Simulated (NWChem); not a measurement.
## Correlation energy of BF

```
B
F 1 1.2635
```
Charge 0, spin multiplicity 1.

The numbers come from NWChem runs, not from measurements. The geometry was optimised at B3LYP/def2-SVP, a minimum by its harmonic frequencies.

Basis set: def2-QZVP. Each correlation energy counts from its own Hartree-Fock reference.

The correlated methods keep 2 core orbitals frozen. The structure started from a generated list of species. Coupled-cluster values serve here as a point of comparison, not as the truth.

Q: One of these methods gave a correlation energy of -348.8 mHa. Which?
A. SCS-MP2
B. MP2
C. CR-CCSD[T]
D. CCSD

A: B, MP2. The others give -346.6 (SCS-MP2), -369.5 (CR-CCSD[T]), -358.5 (CCSD).
